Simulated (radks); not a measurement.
Values are calculated unless marked as measured or tabulated.
The vanadium anion V- inside a hard spherical wall (all orbitals vanish at R), configuration held at [Ar] 3d4 4s2 and not refilled when levels cross. Level of theory: scalar-relativistic Kohn-Sham, LDA (Slater exchange, VWN5 correlation), spin-unpolarised, spherical densities, finite nucleus; Fermi nuclear charge, rms radius 3.6002 fm (a radial shooting solver on a logarithmic mesh with Libxc functionals). Eigenvalues in eV, with the zero of energy where the potential of the charges vanishes at infinity; a dash marks a level that is unbound or too diffuse for the functional's potential to be trusted. A positive occupied level is held by the wall or, in an anion where self-interaction has pushed it up, behind a barrier. The pressure on the wall is -dE/dV.

| R (bohr) | E (hartree) | kinetic (hartree) | e(3s) | e(3p) | e(4s) | e(3d) | e(4p, empty) | e(5s, empty) | pressure (GPa) |
|---|---|---|---|---|---|---|---|---|---|
| 20 | -947.10870 | 955.340 | -61.748 | -35.974 | 0.369 | 1.946 | - | - | 0.00119 |
| 15 | -947.10737 | 955.340 | -61.432 | -35.661 | 0.553 | 2.227 | 2.454 | 2.927 | 0.00475 |
| 12 | -947.10457 | 955.351 | -61.118 | -35.349 | 0.760 | 2.515 | 2.917 | 4.174 | 0.0290 |
| 7 | -947.04071 | 955.593 | -58.635 | -32.879 | 2.737 | 4.802 | 5.998 | 13.277 | 2.27 |
| 6 | -946.96691 | 955.839 | -56.942 | -31.207 | 4.290 | 6.344 | 8.146 | 19.553 | 7.12 |
| 3.5 | -945.71165 | 959.430 | -43.973 | -18.593 | 22.363 | 18.860 | 30.750 | 80.918 | 302 |
| 2 | -934.70171 | 990.726 | -3.677 | 22.796 | 134.46 | 66.174 | 151.04 | 357.56 | 14000 |
